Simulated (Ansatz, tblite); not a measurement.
Removing and adding an electron: ZrCl₄. Charge 0, multiplicity 1. Geometry: r2SCAN-D4/def2-SVP. Ansatz, gas phase; energy differences of separate SCF runs; the oxidised species was run as a doublet alone; the reduced species was run as a doublet alone.

```xyz
5

Zr    0.0000    0.0000    0.0000
Cl    0.8955   -1.7786   -1.2073
Cl    0.0336    1.9238   -1.3119
Cl    1.2670    0.3492    1.9224
Cl   -2.1960   -0.4944    0.5968
```

In the def2 sets Zr takes a core potential; there is no spin–orbit coupling. The xTB rows come from tblite. HOMO above LUMO, or a gap near zero within one spin, warns that the state may not be the lowest or that an electron is smeared out.

Estimate orbital energies and vertical ionisation energies and electron affinities at: GFN1-xTB; GFN2-xTB; PBE-D4/def2-TZVP; PBE-D4/def2-TZVPD; r2SCAN-D4/def2-TZVP; r2SCAN-D4/def2-TZVPD; PBE0-D4/def2-TZVP; PBE0-D4/def2-TZVPD.


```
               level  −HOMO (eV)  vertical IE (eV)  −LUMO (eV)  vertical EA (eV)  HOMO–LUMO gap (eV)  IE − EA (eV)                                                                   remarks
            GFN1-xTB       13.72             15.72       10.64              8.00                3.08          7.73                                                                         –
            GFN2-xTB       12.53             14.72        9.70              7.11                2.83          7.60                                                                         –
    PBE-D4/def2-TZVP        8.34             10.90        3.52                 –                4.82             –                                gap within one spin near zero (+1 doublet)
   PBE-D4/def2-TZVPD        8.36                 –        3.56              0.89                4.80             –  HOMO above zero (-1 doublet), gap within one spin near zero (-1 doublet)
 r2SCAN-D4/def2-TZVP        8.74             11.22        3.43                 –                5.30             –                                gap within one spin near zero (+1 doublet)
r2SCAN-D4/def2-TZVPD        8.72                 –        3.44              0.95                5.28             –                                              HOMO above zero (-1 doublet)
   PBE0-D4/def2-TZVP        9.73             11.54        2.78                 –                6.96             –                                                                         –
  PBE0-D4/def2-TZVPD        9.73                 –        2.80              1.16                6.93             –                                              HOMO above zero (-1 doublet)
```

   A HOMO above zero means that the electron is unbound at that level or that self-interaction error raises the level; the energy of removing that electron tells which. Raw xTB energy differences between charge states are shifted by several eV; the methods need an empirical correction for them.
